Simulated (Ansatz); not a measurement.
`[SiH3][O][Al]([Cl])[Br]`, relaxed with RKS PBE-D4/def2-SVP in Ansatz from a rough embedded geometry. The force threshold is 0.03 eV/Å; the program also tests the step.

Total charge 0; spin multiplicity 1.

Start:

```xyz
8

Si    0.481   -0.533   -1.085
O     0.946    0.762   -0.118
Al   -0.354    0.855    1.176
Cl   -2.174    2.127    0.840
Br   -0.118   -0.302    3.229
H    -0.795   -0.383   -1.686
H     0.498   -1.791   -0.245
H     1.514   -0.736   -2.112
```

```tsv
step	energy (eV)	largest force (eV/Å)	largest move (Å)
1	-99100.4585	2.313	0.000
2	-99100.9875	1.475	0.119
3	-99101.1122	0.434	0.114
4	-99101.1705	0.646	0.103
5	-99101.2334	0.577	0.199
6	-99101.2552	0.765	0.194
7	-99101.3079	0.313	0.200
8	-99101.3305	0.065	0.200
9	-99101.3330	0.014	0.086
10 (rejected)	-99101.3329	0.031	0.059
11	-99101.3332	0.019	0.029
```

End:

```xyz
8

Si    0.464   -0.789   -1.248
O    -0.065    0.141    0.031
Al   -0.564    0.958    1.424
Cl   -1.762    2.669    1.249
Br    0.045    0.228    3.459
H    -0.591   -0.823   -2.319
H     0.747   -2.192   -0.785
H     1.725   -0.192   -1.812
```

Run time 12 s (4 threads of a server CPU on a shared host); peak host memory 0.21 GiB.
